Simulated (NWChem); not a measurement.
PbCl cation, singlet; SMILES [Pb+][Cl]

```xyz
2

Pb     0.0000     0.0000    -0.4150
Cl     0.0000     0.0000     1.9743
```
Atoms are numbered in this order, from 1.

Level: PBE0/def2-SVP with def2 effective core potentials on Pb (NWChem), optimised geometry, unscaled harmonic frequencies. Low-valent species are run as closed-shell singlets; no triplet was tried in these runs. def2 effective core potentials on Pb; no spin-orbit coupling.

```csv
frequency (cm⁻¹),IR intensity (km/mol)
388,38.3
```

The zero-point energy comes out as 0.6 kcal/mol, the thermal correction to the enthalpy at 298.15 K (with zero-point energy) is 2.8 kcal/mol and the heat capacity Cv comes out as 6.5 cal/(mol K). The entropy at 298.15 K and 1 atm (symmetry number 1) is 60.5 cal/(mol K).

Rigid rotor and harmonic oscillator.
